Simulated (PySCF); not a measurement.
Species: C₄H₁₀Zn, charge 0, multiplicity 1. SMILES: C[CH2][Zn][CH2]C
Geometry from a B3LYP-D3(BJ)/def2-TZVP (Ansatz) optimisation:
```xyz
15

Zn    -0.3638    -0.1415    -0.0001
C     -0.3895    -0.0641     1.9702
C      0.9475     0.3107     2.6262
H     -0.7266    -1.0380     2.3391
H     -1.1645     0.6496     2.2674
H      0.8731     0.3374     3.7181
H      1.7367    -0.4028     2.3772
H      1.2958     1.2955     2.3057
C     -0.3290    -0.2155    -1.9705
C      0.9102     0.4121    -2.6254
H     -1.2354     0.2746    -2.3399
H     -0.4177    -1.2652    -2.2680
H      0.8742     0.3425    -3.7174
H      1.0095     1.4713    -2.3761
H      1.8322    -0.0785    -2.3044
```
Charge 0, spin multiplicity 1.

Dispersion corrections to the total energy (kcal/mol) from the dftd3 and dftd4 libraries through PySCF: D3(BJ) without and D4 with the three-body term, each with the damping fitted for the functional named.

```tsv
functional	D3(BJ)	D4
BP86	(withheld)	-7.50
HSE06	-4.17	-4.44
LC-wPBE	-5.92	(withheld)
PBE	-6.28	-5.68
revPBE	-16.01	-18.93
PW6B95	(withheld)	-4.86
CAM-B3LYP	-4.95	-4.81
```

Question: What belongs in the gaps?

Answer: 
- BP86, D3(BJ): -9.99
- LC-wPBE, D4: -6.29
- PW6B95, D3(BJ): -3.23
